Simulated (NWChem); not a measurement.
# Correlation energy of HS$_{2}$

```
S
H 1 1.3652
S 1 1.9801 2 102.00
```
Charge 0, spin multiplicity 2.

Program: NWChem. All single points use one geometry, from UPBE0/def2-SVP, a minimum by its harmonic frequencies.

Basis set: STO-3G. Each correlation energy counts from its own Hartree-Fock reference.

```
method           correlation energy (mHa)
---------------  ------------------------
UMP2                                -36.8
SCS-UMP2                            -40.9
CCSD on UHF                         -53.8
CCSD[T] on UHF                      -54.7
CCSD(T) on UHF                      -54.5
CCSD on ROHF                        -54.4
CCSD[T] on ROHF                     -55.4
CCSD(T) on ROHF                     -55.2
CCSDT on ROHF                       -55.5
```

The values span 18.8 mHa, from CCSDT on ROHF (lowest) to UMP2 (highest). 

The correlated methods keep 10 core orbitals frozen. The structure started from a generated list of species. The unpaired electrons of the parent sit in orbitals of symmetry a" (Cs labels of the run); other states weren't searched. No SCF solution was tested for a lower state. Open-shell Hartree-Fock references start from PBE0 orbitals. No row is a measurement; the coupled-cluster row has its own basis-set and correlation limits.
